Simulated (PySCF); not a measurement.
Bond curve of Ge₂

Set-up: PySCF, no relativity, basis sets Ge def2-TZVPPD. Energies in eV from Ge + Ge in their ground configurations at the same level. State: ³Σg⁻ (triplet), unpaired electrons π ↑↑.

All columns are PBE0.

```csv
R (Å),E (eV),HOMO (eV),LUMO (eV),Mayer bond order,⟨S²⟩
2.050,-2.001,-5.52,-4.01,1.79,2.00
2.146,-2.549,-5.55,-3.82,1.83,2.00
2.241,-2.851,-5.56,-3.65,1.87,2.00
2.312,-2.958,-5.56,-3.54,1.89,2.00
2.384,-2.988,-5.55,-3.44,1.92,2.00
2.455,-2.957,-5.53,-3.34,1.94,2.00
2.551,-2.846,-5.50,-3.23,1.96,2.00
2.670,-2.628,-5.45,-3.11,1.98,2.00
2.813,-2.298,-5.37,-2.99,2.00,2.00
3.004,-1.805,-5.25,-3.04,2.01,2.00
```

Spin–orbit coupling is left out. The state is the lowest determinant that a PBE0 search found; another state may lie lower at other levels.
